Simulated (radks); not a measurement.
Values are calculated unless marked as measured or tabulated.
How relativity changes the ionisation of neutral iron ([Ar] 3d6 4s2) to Fe+ ([Ar] 3d6 4s1). Spin-unpolarised spherical Kohn-Sham, PBE, point nucleus unless stated (finite: rms radius 3.7377 fm), a radial shooting solver on a logarithmic mesh with Libxc functionals. A level marked "c x" has the speed of light scaled by that factor and shares open shells by 2j + 1; other Dirac levels either fill j = l - 1/2 first or share by 2j + 1.

level,E(Fe) (hartree),E(Fe+) (hartree),IE (eV),HOMO,<r> HOMO (bohr)
non-rel.,-1263.29543,-1262.97939,8.600,4s,3.025
scalar-rel.,-1272.44978,-1272.12899,8.729,4s,2.988
"scalar-rel., finite nucleus",-1272.44564,-1272.12484,8.729,4s,2.988
"Dirac, 2j+1 shares",-1272.47554,-1272.15474,8.729,4s1/2,2.989
"Dirac, low j first",-1272.48447,-1272.16381,8.726,4s1/2,2.989
"Dirac, 2j+1 shares, finite nucleus",-1272.47139,-1272.15059,8.729,4s1/2,2.989
"Dirac, c x 1.5",-1267.33532,-1267.01720,8.656,4s1/2,3.009
"Dirac, c x 2",-1265.56010,-1265.24289,8.632,4s1/2,3.016
"Dirac, c x 3",-1264.29950,-1263.98295,8.614,4s1/2,3.021

NIST Atomic Spectra Database: 7.902 eV (measured). The relativistic part of the total energy of Fe is -9.176 hartree (Dirac, 2j+1 shares, finite nucleus), 0.73 % of the non-relativistic value. Spin polarisation and multiplet splitting of open shells are left out at every level.

Beside tabulated values, note that spin-unpolarised runs miss the spin-polarisation part of the exchange energy of open shells.
